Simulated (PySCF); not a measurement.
## Unknown compound

Molecular formula: C$_{9}$H$_{12}$O. Simulated spectra:

1H NMR (300 MHz, computed): δ 6.98 (m, 1H), 6.52 (m, 1H), 6.31 (s, 1H), 5.75 (m, 1H), 5.46 (br s, 1H), 5.25 (m, 1H), 4.96 (br s, 1H), 4.86 (m, 1H), 4.40 (m, 1H), 1.83 (s, 3H).

13C{1H} NMR (computed): δ 157.4 (CH), 154.6 (C), 152.0 (CH), 149.3 (CH), 119.1 (C), 118.7 (CH2), 115.9 (CH2), 96.7 (CH2), 19.9 (CH3).

[PySCF: σ from GIAO-PBE0/pcSseg-1; geometry: GFN2-xTB; non-relativistic; equivalent nuclei averaged; gas phase; single conformer]

δ = σ(ref) − σ, references computed at the same level: 1H, 13C against TMS.

Which candidate is it?
A. COc1cc(C)ccc1C
B. O=C1C=C[C@@H](C2CCC2)C1
C. COC1=CC2(CC2)C(C)=C1
D. C=CO/C=C(/C)C(=C)C=C
E. C=C1C=C(C)/C1=C/COC

## Answers

D. 

- The formula gives 4 degrees of unsaturation (no ring in the answer).
- 9 carbon signals for 9 carbons: no two carbons are equivalent.
- Carbon types of the structure: 2 × C, 3 × CH, 3 × CH2, 1 × CH3, which accounts for all hydrogens.
- δC 157.4, 149.3: alkene carbon bearing oxygen; an sp2 carbon further deshielded by the attached heteroatom.
- δC 154.6: fully substituted alkene carbon; as expected for a trigonal carbon in a double bond.
- δC 152.0: alkene CH; as expected for a trigonal carbon in a double bond.
- δC 119.1, 96.7: β carbon of an enol-ether or enamine type C=C.
- δC 118.7, 115.9: terminal =CH2 carbon; an sp2 carbon of a C=C bond.

The others: COc1cc(C)ccc1C would give 6 signals for carbon-bound and other non-exchanging H, not 10; COC1=CC2(CC2)C(C)=C1 would give 8 carbon signals, not 9; O=C1C=C[C@@H](C2CCC2)C1 would give 12 signals for carbon-bound and other non-exchanging H, not 10; C=C1C=C(C)/C1=C/COC would give 7 signals for carbon-bound and other non-exchanging H, not 10.

Shifts are as computed. Against solution values, carbons near 30 ppm lie about +3 ppm off and those near 130 ppm about +5 ppm. Of 1211 compounds with measured shifts, 218 miss one by over three times the rms of a fit or turn the order of signals round; such compounds aren't used in these exercises. Multiplicities follow the n + 1 count of equivalent neighbours, as no J values were calculated; m marks all less simple cases, F and P coupling included.
